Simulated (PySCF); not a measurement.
Isomers of C5H11NO2Si, mass 145.056 u with the commonest isotopes. Theory: PBE0/pcSseg-1 in PySCF (dipole) on a GFN2-xTB geometry, gas phase. One conformer each, none proved a minimum here; rigid rotors.

Question: Order these by rotational constant C, largest first.
A. `[OH:1][Si@@:2]1([C@@H:3]2[CH2:4][CH2:5][NH:6]2)[CH2:7][CH2:8][O:9]1` with H–O1–Si2–C3 0°, O1–Si2–C3–C4 90°, Si2–C3–C4–C5 -122°, C3–C4–C5–N6 11°, C4–C5–N6–C3 -12°, O1–Si2–C7–C8 110°
B. `[H]/[N:5]=[CH:4]\[C:3](=[CH:2]\[CH3:1])[O:6][SiH2:7][O:8][CH3:9]` with C2–C3–C4–N5 176°, C2–C3–O6–Si7 -105°, C3–O6–Si7–O8 -90°, O6–Si7–O8–C9 -172°
C. `[CH3:1][C@H:2]([CH2:3][OH:4])[O:5][SiH2:6][CH2:7][C:8]#[N:9]` with C1–C2–C3–O4 -179°, C2–C3–O4–H 156°, C1–C2–O5–Si6 162°, C2–O5–Si6–C7 -91°, O5–Si6–C7–C8 72°

Answer: C (853.2 MHz), A (830.8 MHz), B (645.8 MHz).

Question: Order these by rotational constant A, smallest first.
A. `[OH:1][Si@@:2]1([C@@H:3]2[CH2:4][CH2:5][NH:6]2)[CH2:7][CH2:8][O:9]1` with H–O1–Si2–C3 0°, O1–Si2–C3–C4 90°, Si2–C3–C4–C5 -122°, C3–C4–C5–N6 11°, C4–C5–N6–C3 -12°, O1–Si2–C7–C8 110°
B. `[CH3:1][C@H:2]([CH2:3][OH:4])[O:5][SiH2:6][CH2:7][C:8]#[N:9]` with C1–C2–C3–O4 -179°, C2–C3–O4–H 156°, C1–C2–O5–Si6 162°, C2–O5–Si6–C7 -91°, O5–Si6–C7–C8 72°
C. `[CH2:1]1[CH2:2][C@@H:3]([SiH:4]2[O:5][CH2:6][CH2:7][O:8]2)[NH:9]1` with C2–C3–Si4–O5 100°, N9–C1–C2–C3 -17°, C1–C2–C3–Si4 -101°, C3–Si4–O5–C6 138°, Si4–O5–C6–C7 -23°
D. `[H]/[N:5]=[CH:4]\[C:3](=[CH:2]\[CH3:1])[O:6][SiH2:7][O:8][CH3:9]` with C2–C3–C4–N5 176°, C2–C3–O6–Si7 -105°, C3–O6–Si7–O8 -90°, O6–Si7–O8–C9 -172°

Answer: B (1894 MHz), D (2231 MHz), A (3024 MHz), C (3386 MHz).

Question: Order these by dipole moment, smallest first.
A. `[OH:1][Si@@:2]1([C@@H:3]2[CH2:4][CH2:5][NH:6]2)[CH2:7][CH2:8][O:9]1` with H–O1–Si2–C3 0°, O1–Si2–C3–C4 90°, Si2–C3–C4–C5 -122°, C3–C4–C5–N6 11°, C4–C5–N6–C3 -12°, O1–Si2–C7–C8 110°
B. `[CH2:1]1[CH2:2][C@@H:3]([SiH:4]2[O:5][CH2:6][CH2:7][O:8]2)[NH:9]1` with C2–C3–Si4–O5 100°, N9–C1–C2–C3 -17°, C1–C2–C3–Si4 -101°, C3–Si4–O5–C6 138°, Si4–O5–C6–C7 -23°
C. `[CH3:1][C@H:2]([CH2:3][OH:4])[O:5][SiH2:6][CH2:7][C:8]#[N:9]` with C1–C2–C3–O4 -179°, C2–C3–O4–H 156°, C1–C2–O5–Si6 162°, C2–O5–Si6–C7 -91°, O5–Si6–C7–C8 72°
D. `[H]/[N:5]=[CH:4]\[C:3](=[CH:2]\[CH3:1])[O:6][SiH2:7][O:8][CH3:9]` with C2–C3–C4–N5 176°, C2–C3–O6–Si7 -105°, C3–O6–Si7–O8 -90°, O6–Si7–O8–C9 -172°

Answer: B (1.49 D), C (1.70 D), D (3.26 D), A (3.65 D).

```json
{"SMILES": "O[Si@@]1([C@@H]2CCN2)CCO1", "point group": "C1", "Ia (u·Å²)": "167.14", "Ib (u·Å²)": "560.93", "Ic (u·Å²)": "608.27", "κ": "-0.94", "μa (D)": "2.92", "μb (D)": "2.19", "μc (D)": "0.04"}
{"SMILES": "[H]/N=C\\C(=C\\C)O[SiH2]OC", "point group": "C1", "Ia (u·Å²)": "226.53", "Ib (u·Å²)": "579.82", "Ic (u·Å²)": "782.56", "κ": "-0.72", "μa (D)": "0.35", "μb (D)": "3.09", "μc (D)": "0.96"}
{"SMILES": "C[C@H](CO)O[SiH2]CC#N", "point group": "C1", "Ia (u·Å²)": "266.82", "Ib (u·Å²)": "466.11", "Ic (u·Å²)": "592.34", "κ": "-0.56", "μa (D)": "1.18", "μb (D)": "1.10", "μc (D)": "0.55"}
{"SMILES": "C1C[C@@H]([SiH]2OCCO2)N1", "point group": "C1", "Ia (u·Å²)": "149.25", "Ib (u·Å²)": "558.38", "Ic (u·Å²)": "610.58", "κ": "-0.94", "μa (D)": "1.15", "μb (D)": "0.64", "μc (D)": "0.70"}
```
